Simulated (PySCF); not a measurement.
A mixed set of molecules. Computed with TDDFT CAM-B3LYP/def2-SVPD, vertical, gas phase, core orbitals frozen in the response in PySCF 2.14.0, density-fitted response routines. Geometries: GFN2-xTB; one conformer of each isolated species. Triplets are in the Tamm–Dancoff approximation.

Task: Rank by computed lowest singlet excitation energy, lowest first.
A. `C=CC=C=O`
B. `COc1ccsc1`
C. `Fc1ccn([SiH3])n1`
D. `N#C[C@@H](F)/C=N\[SiH3]`
E. `[SiH3][SiH2]C1=CC=CC=N1`
F. `C(Cl)(/C=C(\CC)Cl)=O`
G. `N#C/C(CF)=N\[SiH3]`
H. `C[C@@H](F)[C@@H](F)C(=O)F`

Result: A (3.38 eV), G (3.81 eV), D (4.08 eV), F (4.48 eV), E (4.70 eV), B (5.48 eV), H (5.76 eV), C (6.57 eV).

```
                   SMILES  S1 (eV)  gap (eV)  f (S1)  T1 (eV)  α (au)  LUMO (eV)    S1 mainly
                 C=CC=C=O     3.38      7.63   0.000     3.06    55.0      -0.05    H→L (93%)
       N#C/C(CF)=N\[SiH3]     3.81      8.20   0.001     3.22    74.5      -1.42    H→L (96%)
  N#C[C@@H](F)/C=N\[SiH3]     4.08      8.59   0.000     3.51    72.0      -0.52    H→L (95%)
       CC/C(Cl)=C\C(=O)Cl     4.48      8.07   0.002     3.32    95.7      -1.38  H-1→L (88%)
     [SiH3][SiH2]c1ccccn1     4.70      8.60   0.006     4.04   119.5      -0.05    H→L (91%)
                COc1ccsc1     5.48      8.43   0.096     3.85    78.9       0.82    H→L (94%)
C[C@@H](F)[C@@H](F)C(=O)F     5.76     10.66   0.004     5.15    53.6      -0.21    H→L (86%)
         Fc1ccn([SiH3])n1     6.57      9.65   0.169     4.67    71.9       0.84  H→L+1 (60%)
```

H and L stand for HOMO and LUMO.

Mean S1 by what the SMILES shows (count): an aromatic ring 5.58 eV (3); a double or triple bond but no aromatic ring 4.30 eV (5).
